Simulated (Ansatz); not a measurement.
Relaxation of AlCl₂FH₄Si (9 atoms, charge 0, multiplicity 1), to a largest force component of 0.03 eV/Å in at most 50 steps.

These are results of RKS PBE0-D4/6-31G* (Ansatz 0.2.0), not measurements.

```xyz
9
Properties=species:S:1:pos:R:3
Al -0.013 0.403 -0.023
F -0.002 0.693 1.618
Cl 1.775 0.361 -1.084
Cl -1.820 0.311 -1.049
Si 0.124 -2.883 1.213
H -0.682 -3.383 0.071
H 1.542 -3.298 1.073
H -0.450 -3.319 2.510
H 0.079 -1.402 1.202
```

Q: Where does it end, and by what steps?

A: The forces met the threshold. The force dipped under the threshold on the way, but the program's further checks kept it going. After 14 steps the energy has fallen by 0.245 eV; Cl3 moved furthest, 0.69 Å.

```csv
step,energy less start (eV),largest force component (eV/Å),accepted
0,0.0000,0.805,yes
1,-0.0848,1.064,yes
2,-0.1123,1.044,yes
3,-0.1740,0.684,yes
4,-0.1492,1.556,no
5,-0.1921,0.079,yes
6,-0.2021,0.085,yes
7,-0.2142,0.137,yes
8,-0.2190,0.273,yes
9,-0.2310,0.140,yes
10,-0.2373,0.146,yes
11,-0.2401,0.223,yes
12,-0.2442,0.070,yes
13,-0.2451,0.017,yes
14,-0.2455,0.014,yes
```

```xyz
9
Properties=species:S:1:pos:R:3
Al -0.042 0.201 0.176
F 0.219 1.258 1.412
Cl 1.571 -0.293 -1.069
Cl -1.989 -0.030 -0.555
Si 0.170 -2.791 1.090
H -0.254 -3.044 -0.302
H 1.600 -3.081 1.328
H -0.727 -3.430 2.081
H 0.004 -1.306 1.369
```

Whether the end is a true minimum wasn't checked by a vibrational analysis.

Run time: 57 s on 2 threads of Arm Neoverse V2, with other jobs on the host, peak memory 0.23 GiB.
